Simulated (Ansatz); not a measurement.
Relaxation of Cl$_{3}$FH$_{2}$OSi (8 atoms, charge 0, multiplicity 1), to a largest force component of 0.03 eV/Å in at most 50 steps.

All numbers below come from Ansatz 0.2.0, RKS B3LYP-D4/def2-SVP.

```xyz
8
Properties=species:S:1:pos:R:3
Si -0.803 0.438 -0.635
F -0.564 -1.190 -0.522
Cl -2.282 0.669 -2.034
Cl -1.475 1.181 1.131
Cl 0.919 1.320 -1.284
H 0.870 -1.384 1.114
O 1.275 -0.551 1.396
H 2.061 -0.484 0.834
```

Problem. Where does it end, and by what steps?

Solution. It converged. After 5 steps the energy has fallen by 0.023 eV; H6 moved furthest, 0.09 Å.

```
step  energy less start (eV)  largest force component (eV/Å)  accepted
   0                  0.0000                           1.020       yes
   1                 -0.0103                           0.642       yes
   2                 -0.0205                           0.278       yes
   3                 -0.0224                           0.109       yes
   4                 -0.0228                           0.053       yes
   5                 -0.0232                           0.029       yes
```

```xyz
8
Properties=species:S:1:pos:R:3
Si -0.828 0.427 -0.632
F -0.615 -1.169 -0.522
Cl -2.263 0.694 -2.068
Cl -1.495 1.196 1.125
Cl 0.902 1.303 -1.278
H 0.945 -1.431 1.147
O 1.295 -0.568 1.406
H 2.058 -0.452 0.822
```

Whether the end is a true minimum wasn't checked by a vibrational analysis.

Run time: 24 s on 2 threads of Intel(R) Xeon(R) Platinum 8488C (Sapphire Rapids) (shared host), peak memory 0.28 GiB.
